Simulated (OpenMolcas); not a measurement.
**Worked example: ideal-gas entropy of AsH3 (arsine)**

A singlet with charge 0, relaxed at HF/cc-pVTZ (OpenMolcas 26.06):

```xyz
4

As   -0.2036    0.4600   -0.3264
H     0.3496    0.6501    1.0654
H    -1.0872   -0.7036    0.0538
H     0.9413   -0.4066   -0.7928
```

Harmonic wavenumbers in cm⁻¹: 1002, 1106, 1106, 2326, 2326, 2328.

Masses in u: As 74.922, H 1.008. Take T = 298.15 K, p = 1 bar, R = 8.3145 J/(mol K), kT/hc = 207.22 cm⁻¹, rigid rotor and harmonic oscillator.

Work out S° at 298 K.


1. Translation (Sackur–Tetrode): S = R[3/2 ln M + 5/2 ln T − 1.1517] with M = 77.946 gives 163.2 J/(mol K).
2. Rotation: principal moments 4.338, 4.338, 4.959 u Å² give A, B, C = 3.8863, 3.8859, 3.3992 cm⁻¹; the symmetry number is σ = 3; q = (√π/σ)√((kT/hc)³/ABC) = 246; S = R(ln q + 3/2) = 58.2.
3. Vibration: with u = ν̃/207.22, each mode gives R[u/(eᵘ − 1) − ln(1 − e⁻ᵘ)]; the sum is 0.9, most from 1002 cm⁻¹ (0.4), 1106 cm⁻¹ (0.3), 1106 cm⁻¹ (0.3).
4. Spin: R ln 1 = 0.0.
5. Sum: 163.2 + 58.2 + 0.9 + 0.0 = 222.3 J/(mol K).

No measured value is set beside it here. Unscaled Hartree–Fock wavenumbers run high.
